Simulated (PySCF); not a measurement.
Precursor series Zn F-CH3. Gas-phase values, no solvent. One relaxed conformer stands for each flexible species; it need not be the lowest.

The HOMO–LUMO gap from two functionals at the same geometries (PBE-D3(BJ)/def2-SVP), both in PySCF: PBE-D3(BJ)/def2-TZVP and TPSSh-D3(BJ)/def2-TZVP. 

| species | PBE-D3(BJ)/def2-TZVP (eV) | TPSSh-D3(BJ)/def2-TZVP (eV) |
|---|---|---|
| 0 of 2 F replaced by CH3 ([Zn(F)2]) | 5.58 | 7.03 |
| 1 of 2 F replaced by CH3 ([Zn(F)(CH3)]) | 6.24 | 7.21 |
| 2 of 2 F replaced by CH3 | 5.50 | 6.42 |

Over these rows, drawn at random from the members with no instability flagged (it was tested for open shells, ions and some series alone), PBE minus TPSSh-D3(BJ): mean -1.12 eV, from -1.45 eV to -0.92 eV.
